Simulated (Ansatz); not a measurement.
The cluster SnCl₂ (the lowest singlet isomer of a short search). The state is a singlet with charge 0. Geometry r2SCAN-D4/def2-TZVP, basis def2-TZVP, Ansatz.

```xyz
3

Sn   -0.598   -0.413    0.734
Cl   -0.941    1.461   -0.671
Cl    1.539   -1.048   -0.062
```

```csv
run,HOMO (eV),LUMO (eV)
A,-6.96,-3.78
B,-10.18,-1.24
C,-7.27,-3.74
D,-8.04,-3.13
E,-7.67,-3.49
```

In the def2 sets Sn takes a core potential; there is no spin–orbit coupling. The structure comes from a short search, and lower isomers may exist.

Problem. The runs used PBE, PBE0, r2SCAN, r2SCANh, ωB97X-V. Estimate which is which.

Solution. A PBE (0 % exact exchange); B ωB97X-V (range-separated); C r2SCAN (0 % exact exchange); D PBE0 (25 % exact exchange); E r2SCANh (10 % exact exchange). Exact exchange lowers occupied and raises empty levels; among semilocal functionals meta-GGAs tend to open the gap a little, and such runs are hard to tell apart. The gap grows from 3.18 eV (PBE) to 8.94 eV (ωB97X-V).
